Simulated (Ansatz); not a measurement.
C4H10Cl3NSi (`CC(C)(C)N[Si](Cl)(Cl)Cl`), 19 atoms. The species carries charge 0 and has multiplicity 1. Hardware: A = 4 threads of an AMD EPYC 7R13 on a shared host; B = 4 threads of an AMD EPYC 7R13 on a shared host and a share of an NVIDIA H100 80 GB. Correlated methods freeze the cores.

Question: Give the basis size and wall time and peak host memory of each of these runs in Ansatz. RKS HSE06 (plane-wave form)-D4/def2-TZVPP energy [B]; RKS ωB97M-V/def2-QZVPP energy [B]; RKS PBE0-D4/def2-TZVPP energy [B]; RKS revPBE-D4/def2-TZVPP energy [B]; RKS CAM-B3LYP-D4/def2-TZVPP energy [B]; RKS PBE0-D4/def2-SVP energy [A]; RKS PBE0-D4/def2-TZVP relaxation (8 steps) [B]; RHF-MP2/def2-QZVPP energy [B]; RKS ωB97M-V/def2-SVP energy [A]; RKS PBE0-D4/def2-QZVPP energy [B]; RHF-CCSD(T)/def2-TZVPP energy [B]; direct RPA on PBE orbitals/def2-TZVPP energy [B]. (Best estimate.)

Answer: Ansatz gave: Other jobs shared the machine, so times are rough.

| level | job | functions | wall time | peak host memory (GiB) |
| --- | --- | --- | --- | --- |
| RKS PBE0-D4/def2-SVP | energy [A] | 192 | 6.5 s | 0.73 |
| RKS CAM-B3LYP-D4/def2-TZVPP | energy [B] | 463 | 8.5 s | 1.1 |
| RKS PBE0-D4/def2-TZVPP | energy [B] | 463 | 10 s | 1.1 |
| RHF-MP2/def2-QZVPP | energy [B] | 865 | 11 s | 1.5 |
| RKS PBE0-D4/def2-QZVPP | energy [B] | 865 | 11 s | 1.4 |
| RKS revPBE-D4/def2-TZVPP | energy [B] | 463 | 12 s | 1.1 |
| direct RPA on PBE orbitals/def2-TZVPP | energy [B] | 463 | 14 s | 2.4 |
| RKS HSE06 (plane-wave form)-D4/def2-TZVPP | energy [B] | 463 | 14 s | 1.1 |
| RKS ωB97M-V/def2-QZVPP | energy [B] | 865 | 16 s | 1.6 |
| RKS ωB97M-V/def2-SVP | energy [A] | 192 | 16 s | 1 |
| RHF-CCSD(T)/def2-TZVPP | energy [B] | 463 | 24 s | 1 |
| RKS PBE0-D4/def2-TZVP | relaxation (8 steps) [B] | 363 | 47 s | 1.1 |
